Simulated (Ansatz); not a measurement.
Basis-set extrapolation for `FC1=CC(F)C1(F)F` (PBE0-D4/def2-TZVP geometry, frozen core, Ansatz). Multiplicity 1, RHF reference.

```json
{"": "HF", "def2-TZVPP": "-550.555310", "def2-QZVPP": "-550.578751"}
{"": "MP2 correlation", "def2-TZVPP": "-1.604842", "def2-QZVPP": "-1.742288"}
{"": "CCSD(T) correlation", "def2-TZVPP": "-1.681698", "def2-QZVPP": "not run"}
```

Energies in hartree. Use E(X) = E(∞) + A·exp(−7.88·√X) for Hartree–Fock and E(X) = E(∞) + B·X^(−2.97) for correlation, with X = 3 and 4, and add CCSD(T) minus MP2 of the smaller set to the MP2 limit.

Task: What is the CCSD(T) energy at the basis-set limit?

Result: HF limit: -550.578751 + (-0.023441) × 0.13774 = -550.58198. MP2 limit: -1.742288 + (-0.137446) × 0.74074 = -1.84410. Higher-order term: -1.681698 − (-1.604842) = -0.07686. Total: -552.50294 hartree, 166.9 kcal/mol below CCSD(T)/def2-TZVPP.
